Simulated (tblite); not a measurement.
Species: C6H13B2N.
Atom-mapped SMILES: `[BH2:1][N:2]([CH2:3][CH2:4][CH3:5])[B:6]([CH3:7])[C:8]#[CH:9]` (hydrogens: H10, H11 on B1; H12, H13 on C3; H14, H15 on C4; H16, H17, H18 on C5; H19, H20, H21 on C7; H22 on C9)

Computed with GFN2-xTB (tblite), gas phase: L-BFGS steps from a force-field or distance-geometry start until the largest atomic force falls under 0.01 eV/Å.

Step 89: E = -676.2422 eV
```
atom  x, y, z in Å  |  force x, y, z in eV/Å
B1      0.1757   -1.2203   -1.9557    0.042  -0.063  -0.109
N2      0.3769   -0.3367   -0.8823   -0.025   0.028   0.021
C3     -0.6649    0.6610   -0.6282    0.058   0.022  -0.004
C4     -1.6613    0.1083    0.3945    0.035   0.045  -0.045
C5     -2.8061    1.0702    0.6811    0.035  -0.008   0.032
B6      1.4856   -0.3851    0.0189   -0.030  -0.009  -0.048
C7      2.6213   -1.4876   -0.0424   -0.015  -0.046  -0.039
C8      1.6301    0.6918    1.0791    0.007   0.142   0.117
C9      1.7851    1.5440    1.9176    0.005  -0.028  -0.084
H10     0.9535   -2.0616   -2.1972   -0.061   0.057   0.019
H11    -0.7797   -1.0844   -2.6266    0.046  -0.047  -0.001
H12    -0.2161    1.5802   -0.2403    0.020  -0.025   0.023
H13    -1.1701    0.9011   -1.5682   -0.057  -0.046   0.085
H14    -2.0464   -0.8402    0.0158   -0.057  -0.024   0.018
H15    -1.1151   -0.0929    1.3201   -0.029  -0.024  -0.015
H16    -2.4083    2.0182    1.0342   -0.032   0.053  -0.004
H17    -3.4054    1.2538   -0.2091    0.055  -0.025   0.024
H18    -3.4499    0.6603    1.4562   -0.032   0.018  -0.037
H19     3.3518   -1.2221   -0.8068    0.005  -0.005   0.037
H20     3.1556   -1.5646    0.9014    0.055   0.006  -0.004
H21     2.2500   -2.4768   -0.2976   -0.011   0.034   0.011
H22     1.9270    2.3024    2.6347   -0.016  -0.056   0.002
```

Step 90: E = -676.2441 eV
```
atom  x, y, z in Å  |  force x, y, z in eV/Å
B1      0.1729   -1.2287   -1.9490    0.045  -0.062  -0.083
N2      0.3741   -0.3456   -0.8756    0.002   0.046  -0.009
C3     -0.6660    0.6536   -0.6244    0.031   0.016   0.044
C4     -1.6666    0.1085    0.3984    0.007   0.020  -0.028
C5     -2.8067    1.0792    0.6760    0.031  -0.006   0.017
B6      1.4910   -0.3860    0.0156   -0.046   0.027   0.021
C7      2.6330   -1.4811   -0.0525   -0.026  -0.008   0.018
C8      1.6321    0.6886    1.0818   -0.024  -0.024  -0.067
C9      1.7797    1.5388    1.9209    0.028   0.064   0.026
H10     0.9519   -2.0672   -2.1905   -0.047   0.033   0.005
H11    -0.7843   -1.0948   -2.6147    0.018  -0.047  -0.029
H12    -0.2161    1.5693   -0.2335    0.044   0.022   0.030
H13    -1.1705    0.8997   -1.5634   -0.044  -0.070   0.077
H14    -2.0607   -0.8388    0.0221   -0.024   0.005   0.031
H15    -1.1249   -0.0925    1.3274   -0.033  -0.027  -0.042
H16    -2.4079    2.0260    1.0324   -0.024   0.038  -0.024
H17    -3.3923    1.2630   -0.2243    0.042  -0.016   0.073
H18    -3.4605    0.6763    1.4472   -0.027   0.015  -0.069
H19     3.3596   -1.2088   -0.8160    0.048   0.013   0.003
H20     3.1693   -1.5637    0.8906    0.041   0.020  -0.025
H21     2.2642   -2.4670   -0.3132   -0.030  -0.048  -0.005
H22     1.9182    2.2904    2.6436   -0.010  -0.011   0.035
```

Step 91: E = -676.2456 eV
```
atom  x, y, z in Å  |  force x, y, z in eV/Å
B1      0.1668   -1.2390   -1.9423    0.002  -0.008  -0.024
N2      0.3720   -0.3509   -0.8717    0.025   0.020  -0.061
C3     -0.6643    0.6514   -0.6220    0.006   0.009   0.050
C4     -1.6698    0.1103    0.3976   -0.011   0.001   0.007
C5     -2.8063    1.0862    0.6716    0.023   0.008   0.009
B6      1.4940   -0.3862    0.0133   -0.035   0.024   0.037
C7      2.6427   -1.4754   -0.0614   -0.018   0.011   0.010
C8      1.6339    0.6870    1.0823   -0.021   0.013  -0.025
C9      1.7747    1.5325    1.9284    0.021   0.014  -0.014
H10     0.9434   -2.0775   -2.1799   -0.011  -0.005  -0.013
H11    -0.7955   -1.1123   -2.6029    0.030  -0.035  -0.021
H12    -0.2111    1.5635   -0.2275    0.042   0.035   0.025
H13    -1.1676    0.9015   -1.5605   -0.034  -0.070   0.065
H14    -2.0684   -0.8366    0.0230   -0.009   0.031   0.028
H15    -1.1323   -0.0917    1.3285   -0.023  -0.033  -0.035
H16    -2.4072    2.0335    1.0278   -0.015   0.020  -0.027
H17    -3.3852    1.2697   -0.2326    0.020  -0.005   0.064
H18    -3.4669    0.6885    1.4398   -0.016   0.007  -0.072
H19     3.3673   -1.1918   -0.8236    0.031   0.003   0.015
H20     3.1816   -1.5591    0.8807    0.024   0.015  -0.039
H21     2.2802   -2.4622   -0.3290   -0.020  -0.033   0.005
H22     1.9076    2.2778    2.6595   -0.011  -0.022   0.016
```

Q: Estimate the geometry and energy of step 92. (The exact step hangs on the optimiser's Hessian estimate; all steps are aligned on step 91, rigid shifts and turns removed.)

A: E = -676.2471 eV, largest force 0.081 eV/Å
```
atom  x, y, z in Å  |  force x, y, z in eV/Å
B1      0.1702   -1.2378   -1.9469   -0.029   0.017   0.025
N2      0.3697   -0.3527   -0.8729    0.054   0.025  -0.055
C3     -0.6645    0.6498   -0.6200   -0.009   0.005   0.042
C4     -1.6698    0.1098    0.3987   -0.024  -0.027   0.049
C5     -2.8042    1.0867    0.6733    0.006   0.032  -0.004
B6      1.4933   -0.3853    0.0102   -0.024   0.022   0.041
C7      2.6403   -1.4761   -0.0608   -0.007   0.021   0.020
C8      1.6362    0.6912    1.0754   -0.023   0.021  -0.005
C9      1.7758    1.5346    1.9241    0.016  -0.007  -0.018
H10     0.9463   -2.0753   -2.1777    0.027  -0.043  -0.037
H11    -0.7898   -1.1127   -2.6085    0.007  -0.026  -0.043
H12    -0.2086    1.5594   -0.2229    0.031   0.042   0.009
H13    -1.1719    0.9003   -1.5554   -0.023  -0.052   0.039
H14    -2.0720   -0.8370    0.0268    0.001   0.041   0.016
H15    -1.1339   -0.0932    1.3292    0.002  -0.040  -0.005
H16    -2.4097    2.0360    1.0288    0.008   0.009  -0.020
H17    -3.3794    1.2682   -0.2316   -0.017   0.016   0.010
H18    -3.4699    0.6912    1.4370   -0.016  -0.014  -0.037
H19     3.3664   -1.1941   -0.8211    0.038   0.007  -0.024
H20     3.1828   -1.5559    0.8797   -0.003  -0.002  -0.028
H21     2.2762   -2.4624   -0.3274   -0.008  -0.036   0.016
H22     1.9061    2.2743    2.6612   -0.006  -0.011   0.010
```

The energy changes by -0.0015 eV. The first-order estimate −F·Δx gives -0.0024 eV and the mean of the old and new forces, exact on a quadratic surface, -0.0015 eV. The step makes an angle of 62° with the force vector and moves no atom by more than 0.008 Å.

The cost below is that of the whole relaxation. Time: 6.5 s wall, 4.2 s CPU. Hardware: one thread of an Intel Xeon at 2.50 GHz, no GPU (shared host).
